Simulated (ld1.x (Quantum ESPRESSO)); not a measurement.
Reading a pseudo-wave (silicon)

Columns: radius, all-electron u(r) and pseudo u(r) of the 3p shell (level -4.08 eV) of silicon in the configuration [Ne] 3s2 3p2; PBE, scalar-relativistic, TM scheme, ld1.x (Quantum ESPRESSO) 7.5.

```json
{"r (bohr)": "0.100", "all-electron": "0.1012", "pseudo": "-0.0050"}
{"r (bohr)": "0.200", "all-electron": "0.2140", "pseudo": "-0.0195"}
{"r (bohr)": "0.300", "all-electron": "0.2580", "pseudo": "-0.0424"}
{"r (bohr)": "0.400", "all-electron": "0.2408", "pseudo": "-0.0720"}
{"r (bohr)": "0.500", "all-electron": "0.1834", "pseudo": "-0.1064"}
{"r (bohr)": "0.600", "all-electron": "0.1041", "pseudo": "-0.1434"}
{"r (bohr)": "0.700", "all-electron": "0.0156", "pseudo": "-0.1816"}
{"r (bohr)": "0.800", "all-electron": "-0.0743", "pseudo": "-0.2204"}
{"r (bohr)": "0.900", "all-electron": "-0.1605", "pseudo": "-0.2600"}
{"r (bohr)": "1.000", "all-electron": "-0.2403", "pseudo": "-0.3010"}
{"r (bohr)": "1.100", "all-electron": "-0.3123", "pseudo": "-0.3441"}
{"r (bohr)": "1.200", "all-electron": "-0.3759", "pseudo": "-0.3894"}
{"r (bohr)": "1.300", "all-electron": "-0.4314", "pseudo": "-0.4354"}
{"r (bohr)": "1.400", "all-electron": "-0.4791", "pseudo": "-0.4797"}
{"r (bohr)": "1.500", "all-electron": "-0.5191", "pseudo": "-0.5191"}
{"r (bohr)": "1.600", "all-electron": "-0.5517", "pseudo": "-0.5517"}
{"r (bohr)": "1.700", "all-electron": "-0.5775", "pseudo": "-0.5775"}
{"r (bohr)": "1.800", "all-electron": "-0.5970", "pseudo": "-0.5970"}
{"r (bohr)": "1.900", "all-electron": "-0.6107", "pseudo": "-0.6107"}
{"r (bohr)": "2.000", "all-electron": "-0.6193", "pseudo": "-0.6193"}
{"r (bohr)": "2.100", "all-electron": "-0.6234", "pseudo": "-0.6234"}
{"r (bohr)": "2.200", "all-electron": "-0.6237", "pseudo": "-0.6237"}
{"r (bohr)": "2.300", "all-electron": "-0.6205", "pseudo": "-0.6205"}
{"r (bohr)": "2.400", "all-electron": "-0.6144", "pseudo": "-0.6144"}
{"r (bohr)": "2.500", "all-electron": "-0.6059", "pseudo": "-0.6059"}
{"r (bohr)": "2.600", "all-electron": "-0.5953", "pseudo": "-0.5953"}
```

(1) How many radial nodes do the two functions have?

(2) At about which radius was the pseudo-wave matched?

(3) Where does each function peak?

(4) Is the pseudo-wave norm-conserving?

## Answers

(1) The all-electron 3p function has n − l − 1 = 1; the pseudo-wave has 0, since the states of the same l below it are removed with the core.

(2) 1.60 bohr, where the columns begin to agree (steps of 0.10 bohr).

(3) Outermost all-electron maximum near 2.20 bohr, pseudo maximum near 2.20 bohr (to the table’s step).

(4) Yes: the TM scheme keeps the norm inside the radius equal to the all-electron one, which fixes the energy derivative of the logarithmic derivative at the level.
